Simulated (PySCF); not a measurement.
Job file and geometry (Å, from PBE0-D3(BJ)/def2-SVP) of an NMR shielding run on `CCC[SiH]1C=CC=C1`, C₇H₁₂Si, GIAO PBE0/pcSseg-1 NMR shielding, non-relativistic, gas phase (PySCF); density fitting, a coarse starting grid and PySCF grid level 2 are the driver's defaults:

```
{"job": {"kind": "nmr", "xc": "PBE0", "basis": "pcSseg-1"}, "charge": 0, "multiplicity": 1}
C     -3.242683    -0.604214     0.002951
C     -1.839720    -0.728027     0.578519
C     -0.916308     0.420307     0.172719
Si     0.820402     0.309220     0.896557
C      2.033587     1.580910     0.239938
C      3.027587     0.898530    -0.367708
C      2.926899    -0.578905    -0.366194
C      1.850033    -1.118813     0.243480
H     -3.883085    -1.446235     0.308266
H     -3.219694    -0.583245    -1.098505
H     -3.729363     0.325430     0.339436
H     -1.899241    -0.783140     1.679921
H     -1.395449    -1.686522     0.257407
H     -0.818180     0.467039    -0.926142
H     -1.352482     1.387728     0.481242
H      0.735577     0.311693     2.393458
H      2.024005     2.671893     0.288815
H      3.885589     1.380512    -0.850822
H      3.711158    -1.173593    -0.849038
H      1.693184    -2.198341     0.295114
```

**Question.** What does the program print?

**Answer.** 
```
coarse grid: 16672 points
cycle   1  E = -562.8169126284  dE =  7.568e-01  |g| = 4.865e-01  |ddm| = 3.960e+00
cycle   2  E = -562.8009896071  dE =  1.592e-02  |g| = 5.514e-01  |ddm| = 9.125e-01
cycle   3  E = -562.8805395860  dE = -7.955e-02  |g| = 6.541e-02  |ddm| = 5.108e-01
cycle   4  E = -562.8811714051  dE = -6.318e-04  |g| = 4.413e-02  |ddm| = 9.372e-02
cycle   5  E = -562.8816833966  dE = -5.120e-04  |g| = 6.731e-03  |ddm| = 4.256e-02
cycle   6  E = -562.8816941651  dE = -1.077e-05  |g| = 1.852e-03  |ddm| = 8.022e-03
cycle   7  E = -562.8816950073  dE = -8.421e-07  |g| = 3.905e-04  |ddm| = 1.868e-03
final grid: 154848 points
cycle   8  E = -562.9296688137  dE = -3.134e-05  |g| = 8.289e-03  |ddm| = 2.973e-02
cycle   9  E = -562.9296629408  dE =  5.873e-06  |g| = 9.597e-03  |ddm| = 1.549e-02
cycle  10  E = -562.9296873233  dE = -2.438e-05  |g| = 7.325e-04  |ddm| = 8.434e-03
cycle  11  E = -562.9296874242  dE = -1.009e-07  |g| = 3.728e-04  |ddm| = 9.227e-04
cycle  12  E = -562.9296874594  dE = -3.521e-08  |g| = 6.604e-05  |ddm| = 3.334e-04
cycle  13  E = -562.9296874604  dE = -9.742e-10  |g| = 2.549e-05  |ddm| = 7.891e-05
converged SCF energy = -562.9296874604

GIAO shielding tensors (ppm)
atom      isotropic    diamagn.    paramagn.     s11        s22        s33       span
  0 C      163.736     243.890     -80.154    149.258    156.394    185.556     36.298
  1 C      161.519     247.528     -86.009    153.516    159.073    171.968     18.452
  2 C      168.909     255.622     -86.713    158.433    163.175    185.118     26.685
  3 Si     363.438     881.930    -518.491    298.530    392.312    399.473    100.943
  4 C       47.539     262.305    -214.766    -67.806     38.736    171.686    239.492
  5 C       27.475     255.168    -227.693    -94.075     37.233    139.268    233.343
  6 C       27.451     255.074    -227.623    -94.202     37.344    139.210    233.412
  7 C       47.165     261.193    -214.029    -70.396     37.229    174.661    245.057
  8 H       29.937      26.368       3.569     25.248     27.136     37.427     12.179
  9 H       30.293      28.671       1.622     26.380     28.592     35.909      9.529
 10 H       30.304      27.834       2.470     26.339     28.444     36.130      9.791
 11 H       29.783      31.017      -1.234     24.604     30.032     34.712     10.108
 12 H       29.923      32.475      -2.552     23.801     30.823     35.145     11.345
 13 H       30.843      34.505      -3.662     26.195     31.025     35.310      9.115
 14 H       30.497      33.111      -2.614     25.371     30.199     35.922     10.550
 15 H       26.654      28.993      -2.340     23.625     24.599     31.737      8.111
 16 H       24.952      30.999      -6.047     23.139     24.989     26.729      3.590
 17 H       24.130      29.302      -5.172     21.669     23.049     27.671      6.002
 18 H       24.108      29.964      -5.855     21.513     23.017     27.796      6.283
 19 H       24.826      32.028      -7.202     22.592     24.595     27.292      4.699
```

**Question.** Turn these shieldings into chemical shifts. References, each an isolated molecule treated in the same way: $^{13}$C (σ = 184.41 ppm), $^{29}$Si (σ = 351.99 ppm), $^{1}$H (σ = 31.27 ppm) against TMS.

**Answer.** Averaging equivalent atoms: C 5/6: 156.9; C 4/7: 137.1; C 1: 22.9; C 0: 20.7; C 2: 15.5; Si 3: -11.4; H 17/18: 7.15; H 16/19: 6.38; H 15: 4.61; H 11/12: 1.41; H 8/9/10: 1.09; H 13/14: 0.60 ppm. 

Size and cost of the density-fitted run: 203 basis functions, 56 s wall time on 1 thread of an x86-64 server CPU, shared host.
